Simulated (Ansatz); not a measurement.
System: C₂H₈PSi (charge 0, doublet). SMILES: C[Si](C)P
Structure (B3LYP-D3(BJ)/def2-TZVP (Ansatz, a quantum-chemistry and plane-wave program) minimum search):
```
Si
C 1 1.8846
H 2 1.0906 1 111.28
H 2 1.0918 3 108.33 1 -122.19
H 2 1.0950 3 108.01 4 -116.50
C 1 1.8859 2 110.36 3 -179.51
H 6 1.0903 1 111.30 2 179.67
H 6 1.0922 7 108.38 1 122.33
H 6 1.0948 7 108.06 8 116.92
P 1 2.2735 2 108.74 3 54.58
H 10 1.4188 1 94.40 2 176.75
H 10 1.4247 11 93.40 1 95.68
```
Charge 0, spin multiplicity 2.

Wanted: atomisation energy, in kcal/mol. Conventions: non-relativistic; atomisation electronic, to ground-state atoms; valence correlation only; dispersion terms only where a functional's name holds one; no spin-orbit coupling; open shells spin-unrestricted; 6-31G* and kin with 6d, 5d where marked. CBS(X,Y): correlation extrapolated as X^-3; Hartree-Fock from the larger set. First-principles rows: single points at B3LYP-D3(BJ) geometries (Ansatz).

```tsv
species	coefficient	E at MP2/6-31G* (Ansatz), Eh	E at wB97M-V/def2-TZVPD (Ansatz), Eh
C[Si](C)P	-1	-710.44239	-711.79045
C atom	+2	-37.73297	-37.84643
H atom	+8	-0.49823	-0.49411
P atom	+1	-340.74689	-341.24171
Si atom	+1	-288.87203	-289.35271
```

Coupled cluster (Ansatz) is a level with limits of its own, used here on species with T1 under 0.025 (0.045 for open shells) and stable references: CCSD(T)/CBS(cc-pV(T+d)Z,cc-pV(Q+d)Z). Value to compare with, CCSD(T)/CBS(cc-pV(T+d)Z,cc-pV(Q+d)Z) (Ansatz): 969.9 kcal/mol. 1 Eh = 627.5095 kcal/mol.

**Question.** Work the quantity out at each level, and compare with CCSD(T)/CBS(cc-pV(T+d)Z,cc-pV(Q+d)Z) (Ansatz).

**Answer.** 
- MP2/6-31G*: the sum of coefficient times E is 1.37169 Eh, or 860.75 kcal/mol. Result: 860.7 kcal/mol. Its difference against CCSD(T)/CBS(cc-pV(T+d)Z,cc-pV(Q+d)Z) (Ansatz) is -109.2 kcal/mol.
- wB97M-V/def2-TZVPD: the sum of coefficient times E is 1.55029 Eh, or 972.82 kcal/mol. Result: 972.8 kcal/mol. Its difference against CCSD(T)/CBS(cc-pV(T+d)Z,cc-pV(Q+d)Z) (Ansatz) is 2.9 kcal/mol.
